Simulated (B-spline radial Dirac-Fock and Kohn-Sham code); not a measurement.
Z = 20 (calcium), transition energy 50 keV. Method: a Dirac-Hartree-Slater potential of the neutral atom with a Latter tail (no hole, which puts coefficients of high multipoles low close above an edge), finite nucleus with surface currents. Computed with a radial B-spline solver. Subshells that would emit electrons below 1 keV are left out.

Task: A pure transition shows α(K) = 0.0772, L1/L2 = 32.2 and L1/L3 = 66.5. What is its multipolarity?
A. E4
B. M2
C. M1
D. M3
E. E1
F. M4
G. E3
H. E2

Result: C. For comparison, α(K), L1/L2, L1/L3 are E1 0.179, 41.0, 22.2; E2 3.82, 10.8, 6.39; E3 67.7, 3.28, 2.02; E4 1150, 1.34, 0.835; M2 1.50, 15.9, 16.9; M3 27.9, 9.62, 5.24; M4 520, 6.57, 2.46.
